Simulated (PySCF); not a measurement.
This PySCF input asks for the NMR shieldings of SMILES C=C[SiH2]CBCC, C$_{5}$H$_{13}$BSi; the geometry comes from GFN2-xTB.

```python
import basis_set_exchange as bse
import numpy as np
from pyscf import gto, dft
from pyscf.prop import nmr

atoms = """
C    -3.117582    1.314345   -1.091504
C    -1.899548    0.919474   -0.754683
Si   -1.319749   -0.870507   -0.679471
C    -0.438266   -1.198729    0.995007
B     0.734310   -0.193761    1.116903
C     2.138775   -0.504326    0.456474
C     2.646997    0.634682   -0.436719
H    -3.887564    0.607114   -1.355331
H    -3.407596    2.354343   -1.118917
H    -1.169949    1.679494   -0.498149
H    -2.470964   -1.779673   -0.785343
H    -0.399316   -1.127388   -1.798985
H    -0.120667   -2.240353    0.962494
H    -1.189836   -1.103205    1.778184
H     0.577394    0.838352    1.656409
H     2.130935   -1.427763   -0.128190
H     2.874993   -0.652932    1.253602
H     2.719274    1.561569    0.127989
H     3.630116    0.403753   -0.844502
H     1.963095    0.796188   -1.268002
"""
names = dict.fromkeys(["C", "Si", "B", "H"], "pcSseg-1")
basis = {el: gto.basis.parse(bse.get_basis(n, elements=[el], fmt="nwchem")) for el, n in names.items()}
mol = gto.M(atom=atoms, basis=basis, charge=0, verbose=0)
mf = dft.RKS(mol, xc="PBE0")
mf.grids.level = 2
mf.grids.alignment = dft.numint.BLKSIZE   # the property module wants whole blocks of grid points
mf.conv_tol = 1e-9
mf.kernel()

calc = nmr.RKS(mf)   # GIAO
C = mf.mo_coeff
Co = C[:, mf.mo_occ > 0]
resp = mf.gen_response(singlet=True, hermi=2)
def vind(x):   # induced exchange potential for any number of trial vectors
    d = np.einsum("pi,xij,qj->xpq", C, 2 * x.reshape(-1, C.shape[1], Co.shape[1]), Co, optimize=True)
    return np.einsum("xpq,pi,qj->xij", resp(d - d.transpose(0, 2, 1)), C, Co, optimize=True).ravel()
mo1, _ = nmr.rhf.solve_mo1(calc, with_cphf=vind)
sigma = calc.kernel(mo1)
for i, s in enumerate(sigma):   # ppm
    print("%2d %-2s %9.2f" % (i, mol.atom_pure_symbol(i), np.trace(s) / 3))
```

Question: Give the expected output.

Answer: 
```
 0 C      44.34
 1 C      44.76
 2 Si    394.36
 3 C     160.59
 4 B      14.01
 5 C     160.11
 6 C     175.38
 7 H      25.50
 8 H      25.36
 9 H      25.46
10 H      27.06
11 H      27.10
12 H      30.29
13 H      29.77
14 H      24.01
15 H      30.08
16 H      30.44
17 H      30.40
18 H      30.31
19 H      30.89
```

These numbers come from an equivalent density-fitted implementation of the same equations, which agrees with the script to about 0.01 ppm for H and up to a few tenths of a ppm for heavy atoms, so last digits may differ.

Size and cost of the density-fitted run: 191 basis functions, 48 s wall time on 1 thread of an Arm Neoverse N1, shared host; peak memory 0.85 GiB.
